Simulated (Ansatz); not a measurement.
Computed with Ansatz.

A structure relaxed at PBE0-D4/def2-TZVP, charge 0, multiplicity 1:

Cartesian coordinates in Å:
```
S -0.837 0.184 -1.826
C 0.288 0.054 -0.427
N -0.170 -0.882 0.564
B -0.164 0.203 1.465
O 0.238 1.141 0.510
H -0.012 0.904 -2.604
H 1.311 -0.088 -0.783
H -0.273 -1.874 0.480
H -0.381 0.357 2.621
```

Task: Give its formula and SMILES.

Result: CH4BNOS, `SC1NBO1`.

Task: Summarise the bond lengths by kind.

Result: 1 × C–S 1.801 Å; 1 × H–S 1.343 Å; 1 × C–N 1.438 Å; 1 × C–O 1.436 Å; 1 × C–H 1.092 Å; 1 × B–N 1.410 Å; 1 × H–N 1.001 Å; 1 × B–O 1.397 Å; 1 × B–H 1.187 Å.
